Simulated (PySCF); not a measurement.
HO3S, SMILES O=[S](=O)O, multiplicity 2.

The structure is a stationary point at B3LYP-D3(BJ)/def2-SVP. The isomer is the one that the SMILES or the coordinates give; other isomers of the formula were not compared. One conformer was computed; it need not be the lowest.

These are TDA-CAM-B3LYP/def2-SVPD run with PySCF values and carry that method's errors.

Vertical excitations. Isolated molecule, no solvent.

Computed UV-visible absorptions:
```csv
state,energy (eV),λ (nm),f,main pairs
root 1,2.71,458,0.000,"β HOMO−1→LUMO 52 %, β HOMO→LUMO 45 %"
root 2,3.12,398,0.019,"β HOMO→LUMO 49 %, β HOMO−1→LUMO 45 %"
root 3,3.66,339,0.002,β HOMO−2→LUMO 87 %
root 4,4.29,289,0.020,β HOMO−3→LUMO 83 %
root 5,6.07,204,0.015,β HOMO−4→LUMO 93 %
root 6,6.59,188,0.034,"α HOMO→LUMO 47 %, α HOMO→LUMO+1 28 %, α HOMO→LUMO+4 15 %"
root 7,7.05,176,0.015,"α HOMO→LUMO+1 14 %, α HOMO→LUMO 8 %, β HOMO−5→LUMO 66 %"
root 8,7.20,172,0.012,β HOMO−6→LUMO 87 %
root 9,7.34,169,0.016,"α HOMO→LUMO+1 32 %, α HOMO→LUMO 18 %, α HOMO→LUMO+6 10 %, α HOMO→LUMO+2 7 %, β HOMO−5→LUMO 21 %"
root 10,7.89,157,0.006,"α HOMO→LUMO+2 38 %, α HOMO→LUMO 18 %, α HOMO→LUMO+4 15 %, α HOMO→LUMO+6 14 %"
```
Unrestricted roots are not spin-pure.
